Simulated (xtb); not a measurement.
Harmonic IR lines of one isomer of CH3BN2, unscaled. Method: GFN2-xTB run with xtb.

```tsv
wavenumber (cm⁻¹)	relative intensity
151	13
207	59
221	5.7
384	43
863	4.0
986	3.0
1142	8.0
1781	20
2105	100
2854	46
2965	19
3737	9.5
```

Which structure gives these lines?
(A) `[H]/N=B/N=C`
(B) `N#CBN`
(C) `BNC#N`
(D) `[H]/N=C\N=B`

A, `[H]/N=B/N=C`
